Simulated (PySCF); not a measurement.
Molecule: `C(#CC)BCC`, C$_{5}$H$_{9}$B.

Molfile (atoms numbered from 1):
```
C5H9B
     RDKit          3D

 15 14  0  0  0  0  0  0  0  0999 V2000
    3.5605   -0.0227    0.1627 C   0  0  0  0  0  0  0  0  0  0  0  0
    2.1406    0.1013   -0.1002 C   0  0  0  0  0  0  0  0  0  0  0  0
    0.9433    0.2043   -0.3264 C   0  0  0  0  0  0  0  0  0  0  0  0
   -0.5404    0.3388   -0.5998 B   0  0  0  0  0  0  0  0  0  0  0  0
   -1.6114   -0.0794    0.4674 C   0  0  0  0  0  0  0  0  0  0  0  0
   -3.0688    0.2193    0.1439 C   0  0  0  0  0  0  0  0  0  0  0  0
    3.8180    0.3988    1.1473 H   0  0  0  0  0  0  0  0  0  0  0  0
    4.1658    0.4876   -0.6026 H   0  0  0  0  0  0  0  0  0  0  0  0
    3.8539   -1.0848    0.1748 H   0  0  0  0  0  0  0  0  0  0  0  0
   -0.8814    0.7668   -1.6842 H   0  0  0  0  0  0  0  0  0  0  0  0
   -1.4567   -1.1665    0.6273 H   0  0  0  0  0  0  0  0  0  0  0  0
   -1.3149    0.3556    1.4408 H   0  0  0  0  0  0  0  0  0  0  0  0
   -3.3770   -0.2637   -0.7966 H   0  0  0  0  0  0  0  0  0  0  0  0
   -3.7525   -0.1288    0.9341 H   0  0  0  0  0  0  0  0  0  0  0  0
   -3.2370    1.3004    0.0175 H   0  0  0  0  0  0  0  0  0  0  0  0
  1  2  1  0
  2  3  3  0
  3  4  1  0
  4  5  1  0
  5  6  1  0
  1  7  1  0
  1  8  1  0
  1  9  1  0
  4 10  1  0
  5 11  1  0
  5 12  1  0
  6 13  1  0
  6 14  1  0
  6 15  1  0
M  END
```

Geometry PBE0-D3(BJ)/def2-SVP throughout; GIAO in PySCF 2.14, gas phase, one conformer, non-relativistic; equivalent atoms averaged; basis pcSseg-1.

For orientation, WP04 gives these absolute shieldings σ: C2 40.5, C3 80.1, C5 147.4, C1 163.0, B4 28.8, H10 25.80, H7/H8/H9 29.38, H13/H14/H15 30.43, H11/H12 30.41 ppm.

A run gave: C2 48.8, C3 87.6, C5 153.9, C1 174.7, B4 34.5, H10 24.60, H7/H8/H9 28.81, H13/H14/H15 29.98, H11/H12 29.80 ppm (absolute shieldings σ).

Which functional was used in that run?
A. KT2
B. PBE0
C. B97-D
D. B97-2
E. LC-wPBE

Answers

A. C2 tells them apart best: KT2 gives 48.8, B97-D gives 44.3, B97-2 gives 45.7, PBE0 gives 41.0, LC-wPBE gives 42.4 ppm.
